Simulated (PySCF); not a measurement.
Input of a run (PBE0-D3(BJ)/def2-SVP geometry optimisation, gas phase, def2 core potentials past Kr (PySCF 2.14.0)), started from GFN2-xTB:
```
{"job": {"xc": "PBE0", "basis": "def2-SVP", "d3": "d3bj", "grid": 1, "maxiter": 30, "kind": "geom"}, "charge": -2, "multiplicity": 1}
Mo    -0.000770    -0.000020     0.000380
O      0.010420    -0.017700     1.700210
O      1.598490     0.010230    -0.576940
O     -0.807910     1.392550    -0.547160
O     -0.800230    -1.385070    -0.576500
```

Output (energies in Eh, forces in Eh/bohr):
```
step   0  E = -368.61471237  max force = 0.075714
step   1  E = -368.62570147  max force = 0.038921
step   2  E = -368.63237427  max force = 0.007203
step   3  E = -368.63256840  max force = 0.000939
step   4  E = -368.63257394  max force = 0.000058
optimisation converged
```

Problem. Summarise the run.

Solution. The energy falls by 46.9 kJ/mol over 5 energy and gradient evaluations, the largest force component goes from 0.0757 to 5.8e-05 Eh/bohr, and the atoms move by 0.059 Å rms after alignment. Among the bonds, Mo1–O2, Mo1–O3, Mo1–O4 and Mo1–O5 change most and about equally (+0.065 to +0.066 Å). Bonds longer at the end by more than 0.005 Å: 4 of 4; shorter: 0. The energy never rose by more than 1e-6 Eh on the way. The first step brought 62 % of the lowering.

Problem. What are the final bond lengths?

Solution. Mo1–O2 1.766 Å, Mo1–O3 1.766 Å, Mo1–O4 1.766 Å, Mo1–O5 1.766 Å. Numbering counts from 1 in the input's order; the species is `[O]=[Mo-2](=[O])(=[O])=[O]` ([MoO4]2-).

The run used 87 basis functions and 35 SCF cycles in all. The run took 16 s on an Arm Neoverse V2 with one thread (shared host), and the process peaked at 0.34 GiB of memory.

Not checked by PBE0-D3(BJ)/def2-SVP frequencies. Whether so highly charged an anion holds all its electrons in the gas phase wasn't checked; a finite basis holds them in any case. The ion is multiply charged and computed without counter-ions or solvent.
